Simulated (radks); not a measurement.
Task: Species: Pb24+. Configuration: [Kr] 4d10 4f12. All-electron calculation, scalar-relativistic Kohn-Sham, exchange-only LDA, spin-polarised, spherical densities, point nucleus; open shells are filled with parallel spins first (spin-orbit coupling, left out, can overturn this in heavy ions). Program: a radial shooting solver on a logarithmic mesh with Libxc functionals. Some entries of the table are withheld. Estimate them.

| orbital | occ. | eigenvalue (eV) | <1/r> (bohr^-1) |
|---|---|---|---|
| 1s down | 1 | -88736.70 | 101.4 |
| 1s up | 1 | -88736.69 | 101.4 |
| 2s up | 1 | -16413.03 | 23.80 |
| 2s down | 1 | -16412.91 | 23.80 |
| 2p up | 3 | -14176.28 | 20.91 |
| 2p down | 3 | -14176.18 | 20.91 |
| 3s up | 1 | -4430.180 | 8.827 |
| 3s down | 1 | -4428.123 | 8.830 |
| 3p up | 3 | -3788.665 | 7.987 |
| 3p down | 3 | -3786.568 | 7.990 |
| 3d up | 5 | -3135.258 | 7.499 |
| 3d down | 5 | -3133.614 | 7.501 |
| 4s up | 1 | -1481.099 | 3.856 |
| 4s down | 1 | -1477.899 | 3.854 |
| 4p up | 3 | (1) | (2) |
| 4p down | 3 | (3) | (4) |
| 4d up | 5 | -1020.848 | 3.168 |
| 4d down | 5 | -1017.855 | 3.165 |
| 4f up | 7 | -749.8465 | 2.850 |
| 4f down | 5 | -746.6481 | 2.847 |

Result: 
(1) 4p up eigenvalue (eV): -1267.169
(2) 4p up <1/r> (bohr^-1): 3.484
(3) 4p down eigenvalue (eV): -1264.110
(4) 4p down <1/r> (bohr^-1): 3.482
